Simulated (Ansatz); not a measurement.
Basis-set series for `C[Se][AlH][F]`. The species carries charge 0 and has multiplicity 1. The structure was optimised at the PBE0-D4/def2-TZVP level. It is one conformer, not always the lowest.

```
functional       basis  functions  energy (Eh)  HOMO (eV)  LUMO (eV)
   PBE0-D4    def2-SVP         98  -2783.42611      -7.02      -0.79
   PBE0-D4  def2-TZVPP        208  -2783.98022      -7.10      -0.94
   ωB97M-V    def2-SVP         98  -2783.76059      -9.10       0.92
   ωB97M-V  def2-TZVPP        208  -2784.31873      -9.21       0.66
```

Problem. Give the rows for def2-QZVPP. (Estimate.)

Solution. Ansatz gave: 
```tsv
functional	basis	functions	energy (Eh)	HOMO (eV)	LUMO (eV)
PBE0-D4	def2-QZVPP	393	-2784.04679	-7.11	-1.00
ωB97M-V	def2-QZVPP	393	-2784.38305	-9.23	0.44
```

Positive LUMOs are unbound and depend on the basis. Scalar relativity is left out up to krypton.
